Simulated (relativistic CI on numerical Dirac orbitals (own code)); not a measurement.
# Nd³⁺: 4f valence photoemission

Computed with this model: Dirac-Coulomb-Breit CI, separate exchange-only KLI orbitals for each configuration, QED by a radiative potential, multiplet model of photoemission in the sudden approximation, unscaled Slater integrals; configurations [Xe] 4f3 → [Xe] 4f2; 80 K; Lorentzian 0.15 eV and Gaussian 0.3 eV FWHM. Energies are those of the free ion, without screening or charge transfer. The energies are binding energies and can lie tens of eV above those of solids. S is read from ⟨S²⟩ = S(S + 1).

Field parameters in Wybourne normalisation; cubic f-shell fields have B⁴₄ = √(5/14) B⁴₀ and B⁶₄ = −√(7/2) B⁶₀. The field is a parameter set, without covalency.

Computed curve for Oh, B40 = -1540, B60 = -850 cm⁻¹, scaled to 100 at the maximum (points under 2 are left out and the grid is thinned):

| Energy (eV) | Intensity |
| --- | --- |
| 38.0 | 2.1 |
| 38.1 | 2.7 |
| 38.2 | 3.8 |
| 38.3 | 5.7 |
| 38.4 | 10.0 |
| 38.5 | 20.4 |
| 38.6 | 43.4 |
| 38.7 | 77.1 |
| 38.8 | 100.0 |
| 38.9 | 91.6 |
| 39.0 | 64.3 |
| 39.1 | 42.0 |
| 39.2 | 28.9 |
| 39.3 | 19.7 |
| 39.4 | 14.4 |
| 39.5 | 14.6 |
| 39.6 | 20.2 |
| 39.7 | 27.2 |
| 39.8 | 28.5 |
| 39.9 | 22.3 |
| 40.0 | 14.0 |
| 40.1 | 8.0 |
| 40.2 | 4.6 |
| 40.3 | 2.8 |
| 40.4 | 2.0 |

The ground state has S = 1.48, and the centroid lies at 39.06 eV.
